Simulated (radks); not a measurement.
Problem. The mean radii <r> (bohr) of the occupied orbitals of an atom or ion are listed with their occupations. Method: scalar-relativistic Kohn-Sham, PBE, spin-unpolarised, spherical densities, finite nucleus; Fermi nuclear charge, rms radius of each element as measured or else 0.836 A^(1/3) + 0.57 fm; computed with a radial shooting solver on a logarithmic mesh with Libxc functionals.

| orbital | occ. | <r> |
|---|---|---|
| 1s | 2 | 0.05409 |
| 2s | 2 | 0.2449 |
| 2p | 6 | 0.2153 |
| 3s | 2 | 0.7356 |
| 3p | 6 | 0.7699 |
| 3d | 7 | 0.9071 |
| 4p | 1 | 2.669 |

Name the element and its charge.

Solution. Z = 28, nickel, charge +2: Ni2+ in [Ar] 3d7 4p1. The 1s radius gives Z: for a bare nucleus <r> = (2 gamma + 1)/(2Z) with gamma = sqrt(1 - (Z/c)^2), 0.05282 bohr for Z = 28, and screening makes it slightly larger (0.05409 here). The occupations add up to 26, and the charge is Z minus that.
